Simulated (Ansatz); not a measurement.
Be8O8⁺ (started as a model of: (BeO)8 cage of four- and six-membered rings). The state is a doublet with charge 1. Geometry PBE0-D4/def2-SVP, that of the neutral singlet; atoms count from 1.

| atom | x (Å) | y (Å) | z (Å) |
| --- | --- | --- | --- |
| Be1 | -1.279 | -0.429 | 1.737 |
| O2 | 0.049 | -1.145 | 2.151 |
| Be3 | 0.552 | 0.423 | 2.086 |
| O4 | -0.836 | 1.139 | 1.986 |
| Be5 | -1.127 | 1.222 | 0.437 |
| O6 | -1.819 | -0.280 | 0.274 |
| Be7 | -1.082 | -1.024 | -0.857 |
| O8 | 0.389 | -1.735 | -0.549 |
| Be9 | 0.888 | -1.224 | 0.817 |
| O10 | 1.592 | 0.279 | 0.923 |
| Be11 | 1.321 | 1.026 | -0.397 |
| O12 | -0.161 | 1.737 | -0.648 |
| O13 | -0.728 | -0.447 | -2.283 |
| Be14 | 0.782 | -0.929 | -1.833 |
| O15 | 1.515 | 0.453 | -1.855 |
| Be16 | -0.055 | 0.934 | -1.990 |

Problem. Estimate the Mulliken populations from the PBE0/def2-TZVP orbitals of Ansatz.

Solution. 
| atom | charge (e) | spin (α − β) |
| --- | --- | --- |
| Be1 | 0.29 | -0.02 |
| O2 | -0.22 | 0.08 |
| Be3 | 0.29 | -0.02 |
| O4 | -0.22 | 0.08 |
| Be5 | 0.32 | -0.03 |
| O6 | -0.14 | 0.22 |
| Be7 | 0.32 | -0.03 |
| O8 | -0.14 | 0.22 |
| Be9 | 0.32 | -0.03 |
| O10 | -0.14 | 0.22 |
| Be11 | 0.32 | -0.03 |
| O12 | -0.14 | 0.22 |
| O13 | -0.22 | 0.08 |
| Be14 | 0.29 | -0.02 |
| O15 | -0.22 | 0.08 |
| Be16 | 0.29 | -0.02 |
Mulliken values depend strongly on the basis.

Problem. Where does the spin sit?

Solution. Summed by element: Be -0.19, O 1.19, of 1 unpaired in all. Largest on single atoms: O6 0.22, O12 0.22, O8 0.22.

Problem. And the Mayer bond orders between heavy atoms (over 0.3)?

Solution. Be1–O2 0.87 (1.56 Å); Be1–O4 0.64 (1.65 Å); Be1–O6 0.84 (1.57 Å); O2–Be3 0.64 (1.65 Å); O2–Be9 0.81 (1.58 Å); Be3–O4 0.87 (1.56 Å); Be3–O10 0.84 (1.57 Å); O4–Be5 0.81 (1.58 Å); Be5–O6 0.56 (1.66 Å); Be5–O12 0.92 (1.54 Å); O6–Be7 0.92 (1.54 Å); Be7–O8 0.56 (1.66 Å); Be7–O13 0.81 (1.58 Å); O8–Be9 0.92 (1.54 Å); O8–Be14 0.84 (1.57 Å); Be9–O10 0.56 (1.66 Å); O10–Be11 0.92 (1.54 Å); Be11–O12 0.56 (1.66 Å); Be11–O15 0.81 (1.58 Å); O12–Be16 0.84 (1.57 Å); O13–Be14 0.64 (1.65 Å); O13–Be16 0.87 (1.56 Å); Be14–O15 0.87 (1.56 Å); O15–Be16 0.64 (1.65 Å).
